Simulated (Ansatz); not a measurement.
Geometry optimisation, Ansatz 0.2.0, RKS PBE/def2-SVP.

Input file:

```yaml
crystal:
  periodic: [false, false, false]
  atoms:
    - { symbol: Ti, position_ang: [-0.270808, 0.02893, 0.015091] }
    - { symbol: O, position_ang: [-0.305821, -0.291801, 1.873451] }
    - { symbol: Si, position_ang: [-1.270269, -0.279752, 3.250527] }
    - { symbol: H, position_ang: [-2.46035, -1.183479, 3.051706] }
    - { symbol: H, position_ang: [-0.463632, -0.789156, 4.41389] }
    - { symbol: H, position_ang: [-1.754725, 1.111905, 3.553425] }
    - { symbol: Cl, position_ang: [1.751534, 0.682977, -0.613787] }
    - { symbol: F, position_ang: [-1.461776, 1.257381, -0.332935] }
    - { symbol: "N", position_ang: [-0.850821, -1.438655, -0.966859] }
    - { symbol: H, position_ang: [-1.712422, -1.529254, -1.516541] }
    - { symbol: H, position_ang: [-0.219045, -2.245201, -1.081619] }
    - { symbol: O, position_ang: [1.285045, -2.5014, 0.948554] }
    - { symbol: H, position_ang: [0.436511, -2.912587, 1.205948] }
    - { symbol: H, position_ang: [1.329677, -1.754008, 1.599951] }
basis:
  gaussian: { orbitals: def2-SVP }
hamiltonian:
  xc: pbe
relax:
  f_tol: 0.03
  max_steps: 50
```

Run as:

```bash
$ ansatz run input.yaml --threads 4 --pin off --max-ram 5120MiB --backend cpu --events-out ev --progress --plain --runs-dir out
```

**Question.** Where does it end, and by what steps?

**Answer.** The run converged. After 16 steps the energy has fallen by 0.417 eV; H14 moved furthest, 1.29 Å. Joined: Ti1–O12 (3.11 → 2.36 Å).

```
step  energy less start (eV)  largest force component (eV/Å)  accepted
   0                  0.0000                           1.135       yes
   1                 -0.0350                           1.254       yes
   2                 -0.0679                           1.285       yes
   3                 -0.0891                           1.304       yes
   4                 -0.1244                           1.484       yes
   5                 -0.1756                           1.139       yes
   6                 -0.2522                           0.463       yes
   7                 -0.2918                           0.281       yes
   8                 -0.3284                           0.811       yes
   9                 -0.3737                           0.285       yes
  10                 -0.4036                           0.273       yes
  11                 -0.4082                           0.245       yes
  12                 -0.4126                           0.181       yes
  13                 -0.4162                           0.091       yes
  14                 -0.4159                           0.135        no
  15                 -0.4173                           0.033       yes
  16                 -0.4174                           0.020       yes
```

```xyz
14
Properties=species:S:1:pos:R:3
Ti -0.187 -0.328 0.231
O -0.534 -0.670 1.998
Si -1.501 -0.285 3.321
H -2.805 -1.031 3.238
H -0.779 -0.697 4.575
H -1.774 1.194 3.368
Cl 1.896 0.507 -0.218
F -1.234 1.032 -0.118
N -0.914 -1.520 -1.008
H -1.665 -1.298 -1.670
H -0.623 -2.501 -1.058
O 1.140 -2.237 0.637
H 1.010 -2.225 1.608
H 2.002 -1.786 0.497
```

Whether the end is a true minimum wasn't checked by a vibrational analysis.

Time of the run: 47 s on 4 threads of Arm Neoverse V2, with other jobs on the host, peak memory 0.27 GiB.
